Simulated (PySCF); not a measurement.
**Telling isomers of C9H10F2 apart by NMR**

- geometry: GFN2-xTB
- shieldings: GIAO PBE0/pcSseg-1
- run in PySCF 2.14
- no solvent model, non-relativistic, equivalent nuclei averaged, a single conformation

Scale: TMS for ¹H (σ = 31.72 ppm) and ¹³C (σ = 186.93 ppm) (reference shieldings calculated alike). Splittings of carbon signals by F and P are missing where no couplings were computed. Where no couplings were computed, multiplicities follow the n + 1 count of equivalent neighbours, and m marks all less simple cases (inequivalent or close neighbours, rings, F or P nearby). Shifts are as computed. Against solution values, carbons near 30 ppm lie about +3 ppm off and those near 130 ppm about +5 ppm. Of 1211 compounds with measured shifts, 218 miss one by over three times the rms of a fit or turn the order of signals round; such compounds aren't used in these exercises.

(1) Tabulate the signals of `CC(F)(F)Cc1ccccc1`, `CCC(F)(F)c1ccccc1` and their relative energies.

(2) What is the quickest way to tell CC(F)(F)Cc1ccccc1 from CCC(F)(F)c1ccccc1?

## Answers

(1) 
| SMILES | carbon types | δC | δH | E rel. (kcal/mol) |
| --- | --- | --- | --- | --- |
| CC(F)(F)Cc1ccccc1 | 2×C 5×CH 1×CH2 1×CH3 | 141.3, 136.2, 134.3, 133.0, 130.1, 49.8, 25.0 | 7.68 (m, 2H), 7.63 (m, 1H), 7.62 (m, 2H), 3.18 (m, 2H), 1.30 (m, 3H) | 0.0 |
| CCC(F)(F)c1ccccc1 | 2×C 5×CH 1×CH2 1×CH3 | 147.3, 134.5, 133.8, 130.4, 129.2, 41.5, 8.6 | 7.81 (m, 2H), 7.73 (m, 2H), 7.69 (m, 1H), 1.82 (m, 2H), 1.37 (t, 3H) | 2.5 |

Energies are electronic energies at PBE0/pcSseg-1 on these geometries, without zero-point or thermal terms, each for the one conformer computed, which needn't be the lowest.

(2) Both give the same number of carbon signals, with the same numbers of each carbon type, so the positions decide. The first has a methyl carbon (CH3) at 25.0 ppm, the second a methyl carbon (CH3) at 8.6 ppm. Their most deshielded carbons lie at 141.3 and 147.3 ppm.
